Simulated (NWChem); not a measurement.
System: C$_{3}$H$_{5}$BF$_{2}$; SMILES FB(/C=C/C)F

```xyz
11

C     -0.1144    -2.8024     0.0000
C      0.2745    -1.3667     0.0000
C     -0.5637    -0.3146     0.0000
B     -0.0371     1.1340     0.0000
F     -0.8535     2.1764     0.0000
F      1.2610     1.4049     0.0000
H      0.3038    -3.3178    -0.8811
H      0.3038    -3.3178     0.8811
H     -1.2054    -2.9372     0.0000
H      1.3541    -1.1627     0.0000
H     -1.6449    -0.4983     0.0000
```
Atoms are numbered in this order, from 1.

Results from NWChem. Pople sets run with spherical d functions. STO-3G and 3-21G are far too small for this property and stand as cheap habits. All runs use the structure optimised with PBE0/def2-SVP. B3LYP is NWChem's, with the RPA form of VWN correlation. Field at 589 nm.

```csv
level,isotropic polarisability (bohr³),anisotropy (bohr³),relative time
B3LYP/STO-3G,26.0,28.3,1
B3LYP/6-31G*,44.8,35.8,4
B3LYP/def2-SVP,46.6,35.2,4
```

Times are rough ratios from one shared machine.
